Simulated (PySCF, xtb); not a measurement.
C₅H₉N, SMILES C#C[C@@H](C)CN.

GFN2-xTB run with xtb 6.7.1 at its own geometry gives an orbital gap of 5.90 eV and a dipole moment of 1.10 D.

The structure is a stationary point at PBE0-D3(BJ)/def2-SVP. The structure was generated by enumeration; whether it is a known compound was not checked. Other conformers were not sampled.

**Question.** What does HF/def2-TZVP run with PySCF give? (Estimate from the structure and the level; the computed values follow.)

**Answer.** gap 13.86 eV (levels -10.30 and 3.56 eV), dipole 1.25 D.
